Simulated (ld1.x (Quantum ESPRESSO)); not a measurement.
**Mn: one change to a TM potential, before and after**

```json
{"Element": "Mn (Z = 25)", "Generator": "ld1.x (Quantum ESPRESSO) 7.5", "Type": "norm-conserving Troullier–Martins (Kleinman–Bylander form)", "Functional": "Wu–Cohen", "Relativity": "scalar-relativistic", "Frozen core": "[Ne] 3s2", "Valence charge": "13", "Reference configuration": "3p6 3d6 4s1 4p0", "Partial waves": "3p (bound): rc 0.95 bohr; 3d (bound): rc 1.60 bohr; 4s (bound): rc 2.10 bohr", "Local potential": "the s channel", "Core correction": "none"}
```

All-electron outer shells of the reference configuration (Wu–Cohen, scalar-relativistic, ld1.x):

```tsv
shell	level (eV)	outermost node (bohr)	outermost maximum (bohr)
2p	-625.48	–	0.19
3s	-81.40	0.34	0.74
3p	-50.38	0.31	0.75
4s	-4.14	1.06	2.63
3d	-3.39	–	0.77
4p	-0.86	1.18	3.74
```

Change: wave 3d (bound): rc 1.60 bohr becomes 3d (bound): rc 2.44 bohr.

Cutoffs: the cutoffs (Ry, on a coarse ladder) from which the occupation-weighted sum of valence levels, in a spherical-Bessel basis at the reference potential, stays within 10 and 1 mRy of its value at 400 Ry; they do not see the model core or the augmentation charge, which bear on the density cutoff. Errors are all-electron minus pseudo energies relative to the spin-unpolarised reference configuration.

Task: Predict the effect on cutoff, ghosts and configuration errors.

Result: The potential gets neither clearly harder nor softer (110 Ry and 200 Ry → 110 Ry and 200 Ry); the p channel sets the loose cutoff, while the largest relative change is in d, which becomes softer; of the 7 tests that both files solve, the error grows in 0 and shrinks in 6 by more than 15 % and 0.3 meV (median size 138.7 → 24.2 meV); neither file shows a bound ghost at the reference potential, the only one tested. That the errors move this way runs against the usual rule that smaller radii transfer better.

```tsv
quantity	base	changed
cutoff, loose	110 Ry	110 Ry
cutoff, tight	200 Ry	200 Ry
loose cutoff by channel (10 mRy a level)	p 55 Ry, d 80 Ry, s 6 Ry	p 55 Ry, d 40 Ry, s 6 Ry
bound ghosts	none	none
error for 3p6 3d5 4s2 4p0, meV [ΔE 0.36 eV]	-139	+0.4
error for 3p6 3d5 4s1 4p0, meV [ΔE 8.81 eV]	-112	-24
error for 3p6 3d5 4s0 4p0, meV [ΔE 24.29 eV]	-125	-88
error for 3p6 3d4 4s0 4p0, meV [ΔE 56.80 eV]	-634	-11
error for 3p6 3d4 4s2 4p1, meV [ΔE 8.21 eV]	-1542	-746
error for 3p6 3d6 4s0 4p0, meV [ΔE 7.11 eV]	-15	+6.1
error for 3p5 3d5 4s2 4p0, meV [ΔE 62.28 eV]	-1209	-1232
```

Base: These tests converged, but a pseudo level misses the all-electron one widely, so the file describes the atom poorly there or has found another state: 3p6 3d4 4s0 4p0: empty 4p by 2.9 eV. Changed file: These tests converged, but a pseudo level misses the all-electron one widely, so the file describes the atom poorly there or has found another state: 3p6 3d4 4s0 4p0: empty 4p by 2.8 eV (a node warning on the way).
